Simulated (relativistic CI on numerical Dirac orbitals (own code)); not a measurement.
**Cu4+ in a cubic cluster: 2p photoemission with charge transfer**

Computed with a charge-transfer multiplet model of a cubic metal-ligand cluster with up to 2 ligand holes, Slater and spin-orbit integrals from Dirac-Coulomb-Breit ions, Slater integrals scaled by 0.7. The ground state mixes d7 with configurations of k ligand holes L, whose averages lie at kΔ + k(k − 1)U_dd/2; a core hole lowers each added d electron by U_cd. 20 K, Lorentzian 0.6 eV and Gaussian 0.8 eV FWHM.

Atomic integrals in eV (Slater integrals scaled, ζ unscaled), ground: F2dd 10.358, F4dd 6.495, zeta_d 0.120; with the core hole: F2dd 11.484, F4dd 7.232, zeta_d 0.162, zeta_core 13.365, F2cd 7.063, G1cd 5.548, G3cd 3.160.

Cluster parameters (eV): U_dd = 7.8, U_cd = 9.7, 10Dq = 2.2, 10Dq(ligand) = 0.6, V(eg) = 1.6, V(t2g) = -0.78, final-state hopping factor = 1.

```tsv
Case	n_d	d7	d8L	d9L2	S
Δ = -2.1 eV	7.84	0.22	0.71	0.07	0.51
Δ = -1.1 eV	7.74	0.30	0.65	0.05	0.51
Δ = -0.1 eV	7.63	0.41	0.56	0.03	0.52
Δ = 0.9 eV	7.50	0.52	0.46	0.02	0.54
Δ = 2.9 eV	7.29	0.72	0.27	0.01	0.62
```

Weights, n_d and S are thermal averages at 20 K. Binding energies count from the first peak over 30 % of the highest in each spectrum, which can be another peak from case to case. The parameters are a model scan and need not match a compound or its usual spin state. Peaks in eV (height, largest 100):
- Δ = -2.1 eV: 0.0 (100), 3.6 (22), 5.1 (28), 8.7 (21), 16.0 (7), 17.0 (6), 20.6 (50), 22.5 (12), 26.2 (17), 28.1 (13)
- Δ = -1.1 eV: 0.0 (100), 5.2 (25), 8.4 (21), 14.6 (11), 16.8 (8), 20.7 (50), 26.0 (13), 27.9 (13), 36.4 (8)
- Δ = -0.1 eV: 0.0 (100), 5.5 (25), 8.3 (22), 13.3 (16), 15.4 (12), 17.5 (6), 20.8 (51), 26.1 (10), 27.9 (14), 35.1 (11)
- Δ = 0.9 eV: 0.0 (100), 5.8 (26), 8.4 (24), 12.2 (24), 14.2 (16), 20.9 (52), 26.4 (8), 28.0 (16), 33.9 (17)
- Δ = 2.9 eV: 0.0 (100), 3.0 (21), 6.9 (52), 9.1 (43), 10.9 (40), 21.0 (51), 23.4 (14), 28.6 (27), 32.0 (29)

For the case Δ = 0.9 eV, Δ = 0.9 eV is smaller than U_dd = 7.8 eV, the charge-transfer side of the Zaanen-Sawatzky-Allen scheme. With the core hole the configuration with one ligand hole lies at Δ − U_cd = -11.8, -10.8, -9.8, -8.8, -6.8 eV from the one without, in the order of the table; where this is negative the screened configuration lies lower.

With at most 2 ligand holes the space is cut while the next configuration still counts, so covalency is underestimated, and a final configuration with one more ligand hole, which can lie low, is missing from the spectra.
